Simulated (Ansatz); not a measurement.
Species: trichloro(methoxy)silane, CH3Cl3OSi, net charge 0, singlet state. SMILES: CO[Si](Cl)(Cl)Cl
Structure (B3LYP-D3(BJ)/def2-TZVP (Ansatz, an electronic-structure program) minimum search):
```
O
C 1 1.4283
H 2 1.0877 1 107.24
H 2 1.0914 3 109.43 1 -119.99
H 2 1.0914 3 109.43 4 -120.03
Si 1 1.6106 2 126.13 3 -180.00
Cl 6 2.0279 1 107.46 2 -180.00
Cl 6 2.0447 1 110.84 2 59.84
Cl 6 2.0447 1 110.84 2 -59.84
```

Wanted: atomisation energy (electronic, to ground-state atoms); the coupled-cluster value holds the core correlation from cc-pwCVTZ, in kcal/mol. Correlated levels leave the core frozen unless marked. Open shells are spin-unrestricted. Spin-orbit coupling is left out. No relativistic terms. CBS marks a two-point X^-3 extrapolation of the correlation energy; Hartree-Fock from the larger set.

Level to compare with: CCSD(T)/CBS(aug-cc-pV(T+d)Z,aug-cc-pV(Q+d)Z) plus the core term (Ansatz), 803.7 kcal/mol. It is a level with limits of its own, and the differences hold the functionals' basis error too.

Task: Rank these functionals by how close they come to CCSD(T)/CBS(aug-cc-pV(T+d)Z,aug-cc-pV(Q+d)Z), closest first: r2SCAN0/def2-TZVPD (Ansatz); HSE06/def2-TZVPD (Ansatz); wB97X-V/def2-TZVPD (Ansatz).

Result: wB97X-V/def2-TZVPD (range-separated hybrid with VV10, 799.5 kcal/mol, difference -4.2), HSE06/def2-TZVPD (screened hybrid, 791.4 kcal/mol, difference -12.3), r2SCAN0/def2-TZVPD (hybrid meta-GGA, 785.6 kcal/mol, difference -18.1)
